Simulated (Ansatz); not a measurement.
The first iterations of a band of AlBrF2H2S (7 atoms, charge 0, multiplicity 1).

Method: Ansatz 0.2.0, RKS PBE0-D4/def2-SVP.

- movable images: 5
- climbing image: yes
- spring: 5.0 eV/Å²
- optimiser: quadratic models (default)
- start path: through a guess of the saddle point
- force threshold: 0.05 eV/Å
- iteration limit: 60
- end points: relaxed

Initial state:

```xyz
7
Properties=species:S:1:pos:R:3
Al -0.839 -0.561 -0.026
Br 0.173 -2.489 0.558
F -1.709 -0.509 -1.441
F -1.350 0.448 1.199
H 1.896 0.393 0.376
S 1.138 0.812 -0.664
H 0.691 1.905 -0.001
```

Final state:

```xyz
7
Properties=species:S:1:pos:R:3
Al -0.881 -0.509 -0.049
Br 0.247 -2.283 0.778
F -1.628 -0.688 -1.522
F -1.566 0.534 1.054
H 1.965 0.214 -0.153
S 0.997 1.028 -0.636
H 0.867 1.705 0.529
```

| iteration | highest image above the first end (eV) | largest band force component (eV/Å) |
| --- | --- | --- |
| 1 | 1.654 | 2.920 |
| 2 | 0.858 | 1.670 |
| 3 | 0.694 | 2.216 |
| 4 | 0.447 | 1.087 |

Question: Does the band converge within its limit, and where does its top end?

Answer: It converged. It ended after 13 iterations with the highest image 0.009 eV above the first end. The highest image is an end point: on this band no image between the ends rises above it. A vibrational analysis next to that end finds imaginary modes (67i cm⁻¹), so it isn't a minimum.

Run time: 2.5 min on 2 threads of Intel(R) Xeon(R) Platinum 8488C (Sapphire Rapids) (shared host), peak memory 0.28 GiB.
